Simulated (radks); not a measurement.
Results of a calculation; reference values are marked as such.
Problem. Os2+, configuration [Xe] 4f14 5d6. Code: a radial shooting solver on a logarithmic mesh with Libxc functionals. Model: Dirac Kohn-Sham, PBE, spin-unpolarised, spherical densities, finite nucleus; open shells fill j = l - 1/2 first; Fermi nuclear charge, rms radius 5.4126 fm. Some entries of the table are withheld. Estimate them.

| orbital | occ. | eigenvalue (eV) | <r> (bohr) |
|---|---|---|---|
| 1s1/2 | 2 | -73752.18 | (1) |
| 2s1/2 | 2 | -12849.77 | 0.07427 |
| 2p1/2 | 2 | -12306.10 | 0.06130 |
| 2p3/2 | 4 | -10774.95 | 0.06950 |
| 3s1/2 | 2 | -3002.941 | 0.1934 |
| 3p1/2 | 2 | -2759.087 | 0.1835 |
| 3p3/2 | 4 | -2425.192 | 0.1986 |
| 3d3/2 | 4 | -2015.717 | 0.1734 |
| 3d5/2 | 6 | -1943.389 | 0.1781 |
| 4s1/2 | 2 | -646.8601 | 0.4317 |
| 4p1/2 | 2 | -544.4051 | 0.4357 |
| 4p3/2 | 4 | -465.9803 | 0.4692 |
| 4d3/2 | 4 | (2) | 0.4824 |
| 4d5/2 | 6 | (3) | 0.4938 |
| 5s1/2 | 2 | -108.0702 | (4) |
| 5p1/2 | 2 | (5) | 1.101 |
| 4f5/2 | 6 | -70.1207 | 0.5526 |
| 4f7/2 | 8 | -67.3158 | 0.5608 |
| 5p3/2 | 4 | (6) | 1.200 |
| 5d3/2 | 4 | -23.3966 | 1.672 |
| 5d5/2 | 2 | -22.2621 | 1.728 |

Solution. 
(1) 1s1/2 <r> (bohr): 0.01774
(2) 4d3/2 eigenvalue (eV): -297.6417
(3) 4d5/2 eigenvalue (eV): -283.1137
(4) 5s1/2 <r> (bohr): 1.008
(5) 5p1/2 eigenvalue (eV): -76.5279
(6) 5p3/2 eigenvalue (eV): -64.3360
